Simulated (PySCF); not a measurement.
C6H4N2, SMILES c1(C#N)ccncc1. Geometry optimised at PBE-D3(BJ)/def2-SVP.

Level of theory: PBE-D3(BJ)/def2-SVP (PySCF).

Harmonic wavenumbers (cm⁻¹): 140, 158, 355, 378, 444, 549, 577, 665, 739, 763, 816, 862, 960, 972, 982, 1059, 1074, 1195, 1215, 1288, 1324, 1402, 1472, 1563, 1598, 2279, 3085, 3089, 3146, 3147. Rotational constants (GHz): 5.923, 1.519, 1.209; symmetry number 2.

Work out the zero-point energy and the ideal-gas rigid-rotor harmonic-oscillator thermochemistry at 298.15 K and 1 atm.

ZPE = ½ Σ hcν = ½ × 37296 cm⁻¹ = 53.32 kcal/mol. H − E(el) = 57.77 kcal/mol. Entropy in cal/(mol K): translation 39.84, rotation 26.40, vibration 11.27, total 77.51. G − E(el) = 34.66 kcal/mol. Cp = 24.83 cal/(mol K). Modes under 150 cm⁻¹ make the vibrational entropy uncertain.
